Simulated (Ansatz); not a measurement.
**Ligand exchange: SnH(CH3)3 + C2H6SSi → SnH(CH3)2(SiH3) + C3H6S**

Gas-phase species: SnH(CH3)3, singlet; C2H6SSi `C=CS[SiH3]`, singlet; SnH(CH3)2(SiH3), singlet; C3H6S ((methylthio)ethene) `C=CSC`, singlet. The partners trade CH3 for SiH3: Sn–CH3 and S–SiH3 bonds give way to Sn–SiH3 and S–CH3.

Shapes, held fixed at every level: PBE0-D4/def2-TZVP. Flexible molecules stand in one conformer, not always the lowest. Programs: Ansatz 0.2.0. Electronic energies: no zero-point or thermal term.

```
              level                   kind  ΔE (kJ/mol)  less CCSD(T)/def2-TZVPP
      HF/def2-TZVPP           Hartree–Fock        +57.8                     -0.5
B3LYP-D4/def2-TZVPP          global hybrid        +50.3                     -8.0
 PBE0-D4/def2-TZVPP          global hybrid        +46.5                    -11.8
  B2PLYP/def2-TZVPP          double hybrid        +55.0                     -3.3
     MP2/def2-TZVPP    perturbation theory        +64.2                     +5.9
    CCSD/def2-TZVPP  coupled cluster or CI        +58.2                     -0.1
 CCSD(T)/def2-TZVPP  coupled cluster or CI        +58.3                      0.0
```

The highest level, CCSD(T)/def2-TZVPP, gives ΔE = +58.3 kJ/mol; the levels span +46.5 to +64.2. The column of differences is taken from that level and isn't an error. No measured value is set beside it here. For atoms past krypton def2 sets carry core potentials with scalar relativity. Outer-core shells of Sn are correlated, in sets that cover them unevenly.
